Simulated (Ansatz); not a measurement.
One change: `[OH][Al]([OH])[OH]` becomes `C[NH][Al]([OH])[OH]`.

Ansatz, PBE0-D4/def2-TZVP geometries, multiplicity 1. Each molecule was computed in one conformer, which needn't be the lowest.

```
                                          property  `[OH][Al]([OH])[OH]`
    size of the dipole moment (PBE/def2-TZVPP) / D                  0.00
size of the dipole moment (ωB97M-V/def2-TZVPP) / D                  0.00
                 LUMO energy (PBE/def2-TZVPP) / eV                 -1.30
                HOMO energy (PBE0/def2-TZVPP) / eV                 -9.03
              HOMO–LUMO gap (PBE0/def2-TZVPP) / eV                  8.59
           HOMO–LUMO gap (ωB97M-V/def2-TZVPP) / eV                 12.65
```

Task: What does the change do to each property? (Estimate.)

Result: Ansatz gave: 
```csv
property,`C[NH][Al]([OH])[OH]`,shift
size of the dipole moment (PBE/def2-TZVPP) / D,1.55,1.55
size of the dipole moment (ωB97M-V/def2-TZVPP) / D,1.62,1.62
LUMO energy (PBE/def2-TZVPP) / eV,-0.97,0.33
HOMO energy (PBE0/def2-TZVPP) / eV,-6.64,2.39
HOMO–LUMO gap (PBE0/def2-TZVPP) / eV,6.52,-2.07
HOMO–LUMO gap (ωB97M-V/def2-TZVPP) / eV,10.39,-2.26
```

With PBE0 the HOMO rises by 2.39 eV and the LUMO rises by 0.31 eV, so the gap narrows by about 2.08 eV. PBE moves the HOMO by 2.03 eV and ωB97M-V by 2.54 eV.
